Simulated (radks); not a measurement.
Q: The mean radii <r> (bohr) of the occupied orbitals of an atom or ion are listed with their occupations. Method: scalar-relativistic Kohn-Sham, BLYP, spin-polarised, spherical densities, finite nucleus; Fermi nuclear charge, rms radius of each element as measured or else 0.836 A^(1/3) + 0.57 fm; computed with a radial shooting solver on a logarithmic mesh with Libxc functionals.

orbital  occ.      <r>
1s up       1  0.02072
1s down     1  0.02072
2s up       1  0.08670
2s down     1  0.08668
2p up       3  0.07655
2p down     3  0.07653
3s up       1   0.2070

Name the element and its charge. Open shells, if any, are filled with parallel spins first.

A: Z = 67, holmium, charge +56: Ho56+ in [Ne] 3s1. The 1s radius gives Z: for a bare nucleus <r> = (2 gamma + 1)/(2Z) with gamma = sqrt(1 - (Z/c)^2), 0.02048 bohr for Z = 67, and screening makes it slightly larger (0.02072 here). The occupations add up to 11, and the charge is Z minus that.
